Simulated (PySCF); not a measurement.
# Hartree-Fock beside MP2: GeH2O2

Calculated results; nothing here was measured. They come from PySCF 2.14.0, an open-source quantum chemistry program, on an isolated molecule that a program drew, which may never have been made. The molecule is GeH2O2 (charge 0, singlet), drawn as the SMILES string `[OH][Ge][OH]`.

The geometry was optimised and harmonic frequencies were computed with HF and MP2, all in the cc-pVDZ basis, for the commonest isotopes, with a restricted reference for singlets and an unrestricted one otherwise, and a frozen core in MP2. Germanium has the cc-pVDZ-PP basis, with a core potential (ECP10MDF) in place of its 10 inner electrons, and its 3s, 3p and 3d shells are frozen in MP2. Each result is a local minimum of its method.

Geometry at the HF minimum:
```xyz
5
GeH2O2, angstrom
O     0.0706    2.4790   -2.4414
Ge   -0.9695    2.1840   -1.0212
O    -2.2913    3.3443   -1.3255
H    -0.1635    3.1224   -3.0966
H    -2.2888    3.9010   -2.0923
```

Lengths of the bonds as drawn, in Å (atoms numbered as above):
```
  bond     HF    MP2
O1-Ge2  1.785  1.818
Ge2-O3  1.785  1.818
 O1-H4  0.948  0.971
 O3-H5  0.948  0.971
```

Rotational constants, in GHz:
| constant | HF | MP2 |
|---|---|---|
| A | 14.53 | 14.41 |
| B | 7.94 | 7.552 |
| C | 5.134 | 4.955 |

Harmonic frequencies in cm^-1, each column in rising order, so a row needn't be the same motion in every method:
```
rank    HF   MP2
   1   292   259
   2   346   349
   3   465   457
   4   692   675
   5   726   685
   6   733   703
   7   884     ?
   8  4137  3820
   9  4138  3820
```

**Estimate the missing MP2 frequency from the HF column.**

A single factor s that minimises the squared misfit of MP2 against s times HF over the other rows is sum(HF x MP2) / sum(HF^2) = 0.9253, with an rms misfit of 22 cm^-1. For rank 7 it gives 0.9253 x 884 = 818 cm^-1. The calculation gives 855 cm^-1, 37 cm^-1 above the estimate. The drawn bonds are on average 2.1 % longer in MP2 than in HF.
